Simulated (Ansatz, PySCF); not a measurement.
B(AsH2)(Me)2 (C2H8AsB), SMILES CB(C)[AsH2]. Atoms are numbered in the order given.

```xyz
12

B      0.7279     0.6008    -0.2523
As    -0.7734    -0.6737     0.2373
H     -0.2885    -1.8728    -0.5598
H     -1.7824    -0.2073    -0.7989
C      0.3865     2.0805    -0.6430
H      1.1590     2.8032    -0.3336
H     -0.6032     2.4378    -0.3232
H      0.3792     2.0952    -1.7510
C      2.2179     0.1355    -0.1020
H      2.8750     0.6173    -0.8450
H      2.3890    -0.9502    -0.1133
H      2.5614     0.5113     0.8819
```
Charge 0, spin multiplicity 1.

Geometry: PBE0-D3(BJ)/def2-SVP. The structure was generated by enumeration, and PubChem lists no compound with its InChIKey, so it may never have been made.

Two levels are set side by side: PBE-D3(BJ)/def2-SVP (Ansatz, a first-principles code) and PBE0-D3(BJ)/def2-SVP (Ansatz). Each level has its own optimised geometry; the coordinates shown are those of the second. Frequencies come from the Hessian of PySCF at each geometry. Differences are taken from unrounded values.

| quantity | PBE0-D3(BJ) |
|---|---|
| mean bond length (Å) | 1.348 |
| bond B1–As2 (Å) | 2.029 |
| bond B1–C5 (Å) | 1.568 |
| bond B1–C9 (Å) | 1.568 |
| bond As2–H3 (Å) | 1.519 |
| bond As2–H4 (Å) | 1.520 |
| bond C5–H6 (Å) | 1.102 |
| bond C5–H7 (Å) | 1.100 |
| bond C5–H8 (Å) | 1.108 |
| bond C9–H10 (Å) | 1.103 |
| bond C9–H11 (Å) | 1.099 |
| bond C9–H12 (Å) | 1.108 |
| highest harmonic wavenumber (cm⁻¹) | 3162 |
| mean harmonic wavenumber (cm⁻¹) | 1356 |
| zero-point energy (kcal/mol) | 58.16 |

What does PBE-D3(BJ) give, and how far is it from PBE0-D3(BJ)? (Estimate from the structure and the level; the computed values follow.)


```
quantity                            PBE-D3(BJ)  PBE-D3(BJ) minus PBE0-D3(BJ)
----------------------------------  ----------  ----------------------------
mean bond length (Å)                     1.357                         0.009
bond B1–As2 (Å)                          2.041                         0.012
bond B1–C5 (Å)                           1.573                         0.005
bond B1–C9 (Å)                           1.573                         0.005
bond As2–H3 (Å)                          1.534                         0.015
bond As2–H4 (Å)                          1.534                         0.015
bond C5–H6 (Å)                           1.111                         0.008
bond C5–H7 (Å)                           1.108                         0.008
bond C5–H8 (Å)                           1.117                         0.009
bond C9–H10 (Å)                          1.111                         0.008
bond C9–H11 (Å)                          1.107                         0.008
bond C9–H12 (Å)                          1.116                         0.009
highest harmonic wavenumber (cm⁻¹)        3072                           -90
mean harmonic wavenumber (cm⁻¹)           1312                           -44
zero-point energy (kcal/mol)             56.28                         -1.88
```

Exact exchange shortens and stiffens bonds; PBE has none. Differences between two approximate levels are no errors against the true value.
